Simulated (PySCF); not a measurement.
## Electron correlation in S (sulfur, neutral)

[Ne] 3s2 3p4, high-spin 3P determinant. Calculation: PySCF 2.14, in def2-TZVP; the non-relativistic Hamiltonian (point nucleus). Frozen: [Ne]; 6 electrons correlated.

MP2 pair energies summed by pair of shells (mhartree):

```csv
pair,energy,share (%)
3s-3p,-52.42,45.9
3p-3p,-52.37,45.9
3s-3s,-9.38,8.2
```

Total MP2 correlation energy: -114.17 mhartree.

Same-spin part -26.66 and opposite-spin part -87.51 mhartree; SCS-MP2 scales them by 1/3 and 6/5 to -113.89 mhartree.

```
  level  correlation energy (mhartree)
   CCSD                        -138.11
    (T)                          -4.66
CCSD(T)                        -142.77
```

Diagnostics: T1 = 0.0098, D1 = 0.0308, largest double amplitude 0.060.

Task: Is a single reference adequate?

Result: Yes: T1 lies below 0.03 and no double amplitude reaches 0.07.
